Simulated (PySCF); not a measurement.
1,1-difluoro-2-methylprop-1-ene (C4H6F2), SMILES CC(C)=C(F)F.

Geometry optimised at PBE0-D3(BJ)/def2-SVP.

All values below come from TDDFT-LC-ωPBE/def2-SVPD (PySCF).

Vertical excitations. Gas-phase values at a fixed geometry. State labels are in the subgroup C2v.

Computed excitation energies, oscillator strengths and character:
| state | symmetry | energy (eV) | λ (nm) | f | main pairs |
|---|---|---|---|---|---|
| S1 | B1 | 7.02 | 177 | 0.001 | HOMO→LUMO 83 % |
| S2 | A1 | 7.76 | 160 | 0.492 | HOMO→LUMO+3 96 % |
| S3 | A2 | 8.27 | 150 | 0.000 | HOMO→LUMO+2 77 %, HOMO→LUMO+17 13 % |
| S4 | B1 | 8.35 | 149 | 0.027 | HOMO→LUMO+1 85 % |
| S5 | B1 | 9.14 | 136 | 0.020 | HOMO→LUMO+4 84 % |
| S6 | A2 | 9.53 | 130 | 0.000 | HOMO→LUMO+11 50 %, HOMO→LUMO+17 19 %, HOMO→LUMO+2 16 % |
| S7 | A1 | 9.54 | 130 | 0.000 | HOMO→LUMO+6 88 % |
| S8 | A2 | 10.08 | 123 | 0.000 | HOMO−1→LUMO+3 54 %, HOMO→LUMO+5 31 % |
| S9 | A1 | 10.10 | 123 | 0.012 | HOMO→LUMO+8 88 % |
| S10 | A2 | 10.10 | 123 | 0.000 | HOMO→LUMO+5 57 %, HOMO−1→LUMO+3 31 % |
| T1 | A1 | 4.36 | 284 | 0 | HOMO→LUMO+3 88 % |
| T2 | B1 | 6.76 | 183 | 0 | HOMO→LUMO 76 % |
| T3 | A2 | 7.95 | 156 | 0 | HOMO→LUMO+2 60 %, HOMO→LUMO+17 21 %, HOMO→LUMO+11 15 % |
| T4 | B1 | 8.08 | 153 | 0 | HOMO→LUMO+1 73 % |
Triplets are in the Tamm–Dancoff approximation, which puts them higher than full response would, so one can lie above its singlet here.
